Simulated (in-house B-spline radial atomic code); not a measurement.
Values are calculated unless marked as measured or tabulated.
Building a PAW s channel for Ni, r_c = 2.8 bohr

Ni, [Ar] 3d8 4s2, non-relativistic LDA (VWN5), spherical and spin-unpolarised, from a B-spline radial code for spherical atoms (atomic units; all potentials screened as in the neutral atom).

Two all-electron partial waves φ1, φ2 are integrated outwards at E1 = ε(4s) = -0.210765 and E2 = E1 + 1 hartree; φ1 is the bound orbital and φ2 has unit norm inside r_c = 2.8009 bohr. Smooth partners are polynomials, r^1(a0 + a1 r² + a2 r⁴ + a3 r⁶), matched to φ and three derivatives at r_c, with no condition on the norm. The local potential is -2.13186 + (0.610668) r² + (-0.0755722) r⁴ + (0.00346111) r⁶ inside 2.3609 bohr and the all-electron one outside.

```
wave     φ(r_c)     φ'(r_c)         a0           a1           a2             a3
   1   0.597811  -0.1432289  0.4805258  -0.04617544   0.00165018  -1.325702e-05
   2  0.5697192    1.540573  -1.760563    0.4595671  -0.03229174   0.0007166587
```

Inside r_c the overlaps are <φi φj> = [[0.55851, -0.50129], [-0.50129, 1.00000]] and, for the smooth waves, [[0.71267, -0.97574], [-0.97574, 2.44493]]. With χj = (Ej − T − V_local) applied to smooth wave j, the program's quadrature gives the matrix B_ij = <smooth i, χj> as [[0.30190, -1.23300], [-0.75854, 3.20086]].

Check the match of the first wave, and find the augmentation charges q_ij.

At r_c the four terms are 1.34590, -1.01462, 0.28446, -0.01793, which sum to 0.5978, φ1(r_c) to rounding. q_ij is the all-electron overlap less the smooth one: [[-0.15416, 0.47446], [0.47446, -1.44493]]. The smooth first wave has a norm of 0.7127 inside r_c against 0.5585, so q11 is negative and must stay small enough for the overlap operator to be positive.

B isn't symmetric. Show that D_ij = B_ij + Ej q_ij is.

Integrating by parts gives B12 − B21 = (E1 − E2) q12: -1.23300 − (-0.75854) = -0.47446, and −1 × (0.47446) = -0.47446. So D12 = -1.23300 + (0.789235)(0.47446) = -0.85854 and D21 = -0.75854 + (-0.210765)(0.47446) = -0.85854; D11 = 0.33439, D22 = 2.06047. The projectors, p = (B⁻¹)ᵀ χ, are dual to the smooth waves; det B = 0.031.

Solving (T + V_local + Σ p D p) ψ = E (1 + Σ p q p) ψ in a sphere of 9 bohr, whose wall lifts the free-atom level a little, gives these levels:

```
all-electron  one projector  two projectors
   -0.210476      -0.210476       -0.210476
    0.084727       0.082644        0.084715
    0.419443       0.400019        0.419419
    0.912191       0.798922        0.912179
    1.552070       1.212020        1.550550
```

What does the second projector gain?

With one projector the errors are 0.00, -2.08, -19.42, -113.27 millihartree, and the level at 1.2120 is out of step with the all-electron series: an extra state, or one far too low, so the pairing ends there. With two the errors are 0.00, -0.01, -0.02, -0.01, -1.52 millihartree. The scattering is exact at E1 and at E2 = 0.789, and over all levels compared the largest error is 1.5 millihartree. The lowest eigenvalue of the overlap operator is 0.5743 with one and 0.1338 with two projectors. The smooth orbital alone needs a cutoff of 1.04 hartree for 1 millihartree of kinetic energy, against 3.92 for a norm-conserving Troullier-Martins orbital of the same radius; part of the gain comes from giving up the norm, part from the simpler form.
